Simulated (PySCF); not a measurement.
Computed shifts of a molecule C₆H₁₄, HF/pcSseg-1 run with PySCF, GIAO, gas phase, equivalent atoms averaged, in ppm (number of nuclei): ¹³C: 32.3 (2), 26.7 (1), 24.8 (1), 18.6 (1), 16.4 (1). ¹H: 1.68 (1), 1.52 (1), 1.46 (1), 1.39 (1), 1.38 (1), 1.34 (1), 1.33 (6), 1.24 (1), 0.97 (1). References: ¹³C against TMS (σ = 192.6 ppm); ¹H against TMS (σ = 31.99 ppm), references at their B3LYP-D3(BJ)/def2-TZVP geometries, non-relativistic. Geometry optimised at r2SCAN-D4/def2-SVP. The values are those of a single conformer.

Problem. Pick the molecule that these values belong to.
(A) CCCCCC
(B) CCC(C)(C)C
(C) CCCC(C)C
(D) CC(C)C(C)C

Solution. A, CCCCCC
